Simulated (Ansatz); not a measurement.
Input and output for `[OH][Nb]([OH])([OH])=[S]`.

```yaml
crystal:
  periodic: [false, false, false]
  atoms:
    - {symbol: O, position_ang: [-1.123134, 1.485346, 0.031359]}
    - {symbol: Nb, position_ang: [0.032387, -0.003678, -0.031560]}
    - {symbol: O, position_ang: [0.978300, -0.117344, 1.595975]}
    - {symbol: O, position_ang: [-0.994000, -1.569659, -0.257105]}
    - {symbol: S, position_ang: [1.410666, 0.208352, -1.665210]}
    - {symbol: H, position_ang: [-1.162570, 2.258200, -0.534038]}
    - {symbol: H, position_ang: [1.921973, -0.094218, 1.761801]}
    - {symbol: H, position_ang: [-0.971423, -2.223999, -0.957022]}
basis:
  gaussian: {orbitals: def2-mTZVPP, point_charges: [{charge: 2.00, position_ang: [6.055, -0.692, -0.081]}]}
hamiltonian: {xc: {name: r2SCANh}, dispersion: d3bjatm}
output: {forces: true}
```

```sh
$ ansatz run in.yaml --threads 4 --pin off --events-out ev --progress --plain --max-ram 10444MiB
```

Shortened log:

```
Functional definition: r2SCANh
1180 factors; their error is unknown
mean field evaluation 1: about -18566.7420 eV, gradient 9.4e1 eV
mean field evaluation 2: about -18466.5293 eV, gradient 2.5e2 eV
mean field evaluation 4: about -18577.3548 eV, gradient 3.8e1 eV
mean field evaluation 8: about -18581.0983 eV, gradient 2.9e-1 eV
mean field evaluation 16: about -18581.1258 eV, gradient 1.1e-3 eV
mean field -18581.12581089 eV, -682.8437788107 hartree, gradient 1.3e-5 eV, S^2 0.000000; 0 other end points of the search recorded, 0 dependent functions left out
reference -18581.12583742 eV, -682.8437797858 hartree; 28, 28 occupied and 119, 119 virtual orbitals, 1180 factors
Total energy: -18581.18413717 eV, -682.8459222619 hartree
Atom 0 at    -1.123134     1.485346     0.031359 Å, force     0.173151    -0.260901     0.124326 eV/Å
Atom 1 at     0.032387    -0.003678    -0.031560 Å, force    -1.410932     0.084783     0.096139 eV/Å
Atom 2 at     0.978300    -0.117344     1.595975 Å, force     0.636752    -0.138847     0.712496 eV/Å
Atom 3 at    -0.994000    -1.569659    -0.257105 Å, force     0.121907     0.100303     0.167204 eV/Å
Atom 4 at     1.410666     0.208352    -1.665210 Å, force     1.214592     0.025419    -0.760721 eV/Å
Atom 5 at    -1.162570     2.258200    -0.534038 Å, force    -0.096681     0.196614    -0.117938 eV/Å
Atom 6 at     1.921973    -0.094218     1.761801 Å, force    -0.316772     0.079051     0.121241 eV/Å
Atom 7 at    -0.971423    -2.223999    -0.957022 Å, force    -0.105145    -0.135010    -0.143466 eV/Å
Dipole moment:    -0.649155     0.054310     0.060948 e Å
```

Hardware: 4 threads of an Intel Xeon 6975P-C on a shared host. Wall time 2.1 s, peak host memory 0.43 GiB.
